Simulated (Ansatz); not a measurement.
Total energies of the cluster Mg3N2⁻ from Ansatz at PBE0-D4/def2-TZVPD, gas phase (1 Eh = 27.2114 eV = 2625.5 kJ/mol). The reference geometry is relaxed at B3LYP-D4/def2-SVPD.

Cartesian coordinates in Å:
```
Mg -0.963 -0.262 -2.556
Mg 2.736 -0.436 1.298
Mg -2.392 0.805 1.006
N 0.106 0.103 0.654
N 0.512 -0.210 -0.401
```

```tsv
state	geometry	energy (Eh)
charge -1 doublet	reference	-709.35750
charge 0 singlet	reference	-709.30166
charge -1 quartet	relaxed at B3LYP-D4/def2-SVPD	-709.34954
```

(1) Work out the vertical ionisation energy to the singlet.

(2) Which of the charge -1 states is lowest, and how far above it are the others?

(1) E(charge 0 singlet) − E(charge -1 doublet) = -709.30166 − (-709.35750) = 0.05584 Eh = 1.52 eV. For comparison, −ε of the highest occupied level of the spin that leaves is 0.23 eV at this level, 1.29 eV less.

(2) The doublet. quartet: -709.34954 − (-709.35750) = 0.00796 Eh = 20.9 kJ/mol. The quartet differs in its bonds from the reference.

The structure comes from a short search, and lower isomers may exist.
